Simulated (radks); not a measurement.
Er+, 67 electrons, occupied as [Xe] 4f13 (not the ground configuration). Calculated with a radial shooting solver on a logarithmic mesh with Libxc functionals: Dirac Kohn-Sham, PBE, spin-unpolarised, spherical densities, point nucleus; open shells fill j = l - 1/2 first.

Spin-orbit splittings of the eigenvalues, e(l+1/2) - e(l-1/2), with zeta = 2 splitting/(2l+1) and mean radii in bohr:

shell,occ.,splitting (eV),zeta (eV),<r> j=l-1/2,<r> j=l+1/2
2p,6,917.0,611.3,0.07147,0.07875
3p,6,192.6,128.4,0.2146,0.2283
3d,10,42.10,16.84,0.2012,0.2055
4p,6,43.26,28.84,0.5175,0.5490
4d,10,7.847,3.139,0.5783,0.5896
4f,13,1.014,0.2898,0.8958,0.9557
5p,6,5.068,3.378,1.447,1.568
